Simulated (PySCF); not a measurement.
H2GaI (SMILES [GaH2][I]), singlet, geometry from GFN2-xTB (such geometries of metal compounds can be far from the true shape) (core potentials on I). Base run: B3LYP/def2-SVP run with PySCF.

Here is a job for PySCF.
```python
from pyscf import gto, scf, dft, solvent

mol = gto.M(
    atom='''
Ga   -0.81342285   -1.26249753    0.20282962
H    -0.36640752   -2.28285017    1.28436501
H    -2.07074385   -1.49980429   -0.67665344
I     0.52175962    0.80981279   -0.13010245
''',
    basis='def2-svp',
    ecp={'I': 'def2-svp'},
    verbose=4,
)

mf = dft.RKS(mol)
mf.xc = 'b3lyp'
mf.kernel()
mf.analyze()
```

Variants of this job, named by their change:

| change | ΔE vs base (kJ/mol) | dipole (D) | HOMO-LUMO gap (eV) |
|---|---|---|---|
| base | 0.00 | 1.17 | 5.00 |
| model = IEF-PCM; solvent = acetonitrile | … | … | 5.45 |
| model = COSMO; solvent = chloroform | -8.17 | 1.60 | 5.31 |
| model = IEF-PCM; solvent = tetrahydrofuran | -9.49 | 1.70 | 5.37 |
| model = IEF-PCM; solvent = chloroform; r_probe = 0.5 | … | … | … |
| model = IEF-PCM; solvent = chloroform; vdw_scale = 1.4 | -4.10 | 1.47 | 5.19 |
| model = IEF-PCM; solvent = dimethylsulfoxide | -11.59 | 1.82 | 5.45 |
| model = IEF-PCM; solvent = chloroform; vdw_scale = 1.1 | -12.17 | 1.73 | 5.41 |
| model = ddCOSMO; solvent = chloroform | -6.89 | 1.56 | 5.28 |
| model = IEF-PCM; solvent = chloroform; vdw_scale = 1.0 | … | … | … |
| model = IEF-PCM; solvent = chloroform; lebedev_order = 11 | -8.08 | 1.63 | 5.31 |
| model = C-PCM; solvent = chloroform | -9.14 | 1.66 | 5.35 |

Fill in the missing entries.


- model = IEF-PCM; solvent = acetonitrile, ΔE vs base (kJ/mol): -11.45
- model = IEF-PCM; solvent = acetonitrile, dipole (D): 1.81
- model = IEF-PCM; solvent = chloroform; r_probe = 0.5, ΔE vs base (kJ/mol): -3.36
- model = IEF-PCM; solvent = chloroform; r_probe = 0.5, dipole (D): 1.43
- model = IEF-PCM; solvent = chloroform; r_probe = 0.5, HOMO-LUMO gap (eV): 5.16
- model = IEF-PCM; solvent = chloroform; vdw_scale = 1.0, ΔE vs base (kJ/mol): -18.92
- model = IEF-PCM; solvent = chloroform; vdw_scale = 1.0, dipole (D): 1.83
- model = IEF-PCM; solvent = chloroform; vdw_scale = 1.0, HOMO-LUMO gap (eV): 5.51

The base is the gas phase, so ΔE is the electrostatic part of solvation at a fixed geometry, without cavity and dispersion terms.
